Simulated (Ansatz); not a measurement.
## What each rung costs, and what it gives

The pair of K⁺ (SMILES [K+], atom 1) and CH$_{3}$Cl (SMILES CCl, atoms 2–6), both closed shells, in one local arrangement (a lower one may exist), relaxed at PBE0-D4/def2-TZVP:

```xyz
6
angstrom
K -0.1642 -0.0096 -3.5513
C 0.0413 -0.0970 0.8383
Cl -0.0529 0.9484 -0.6166
H -0.8438 -0.7258 0.8605
H 0.0678 0.5690 1.6957
H 0.9519 -0.6851 0.7735
```

Interaction energies are counterpoise-corrected; the time is that of the whole pair.

Computed with Ansatz 0.2.0 (basis: as named in each row); correlated methods freeze the cores. The outer core shell of Li, Na, Mg and K is correlated. The def2 sets are not built for correlating such inner shells, so the correlated values are less sure here. B3LYP uses VWN-RPA correlation. Extrapolation: Hartree–Fock as exp(−7.88 √X), correlation as X^−2.97.

Times are rough, for one single point on 2 threads of a shared host (Arm Neoverse V1).

The estimate by CCSD(T) at an estimated basis limit (MP2 extrapolated from triple and quadruple zeta, plus CCSD(T) − MP2 in triple zeta) is -0.495 eV.

| method | basis | time (s) | interaction energy (eV) | method less estimate |
| --- | --- | --- | --- | --- |
| HF | STO-3G | under 1 | -0.494 | 0.001 |
| PBE-D4 | STO-3G | under 1 | -0.608 | -0.114 |
| SPW92 | def2-SVP | under 1 | -0.581 | -0.086 |
| PBE-D4 | def2-SVP | 1 | -0.531 | -0.037 |
| PBE0-D4 | def2-SVP | 1 | -0.530 | -0.036 |
| B3LYP-D4 | 6-31G | 1 | -0.536 | -0.042 |
| CCSD(T) | def2-SVP | 2 | -0.450 | 0.045 |
| PBE-D4 | def2-TZVPPD | 2 | -0.507 | -0.012 |
| revPBE-D4 | def2-TZVPPD | 2 | -0.475 | 0.020 |
| BLYP-D4 | def2-TZVPPD | 3 | -0.500 | -0.006 |
| PBE0-D4 | def2-TZVPPD | 3 | -0.504 | -0.010 |
| HSE06-D4 | def2-TZVPPD | 4 | -0.505 | -0.011 |
| B3LYP-D4 | def2-TZVPPD | 4 | -0.510 | -0.015 |
| r2SCAN-D4 | def2-TZVPPD | 6 | -0.488 | 0.007 |
| B2PLYP | def2-TZVPPD | 6 | -0.469 | 0.026 |
| wB97M-V | def2-SVP | 7 | -0.526 | -0.032 |
| wB97X-V | def2-TZVPPD | 10 | -0.494 | 0.000 |
| MP2 | def2-QZVPPD | 13 | -0.490 | 0.005 |
| wB97M-V | def2-TZVPPD | 13 | -0.492 | 0.003 |
| B97M-V | def2-TZVPPD | 14 | -0.488 | 0.006 |
| CCSD(T) | def2-TZVPPD | 37 | -0.449 | 0.046 |

The T1 diagnostic stays at or below 0.009.
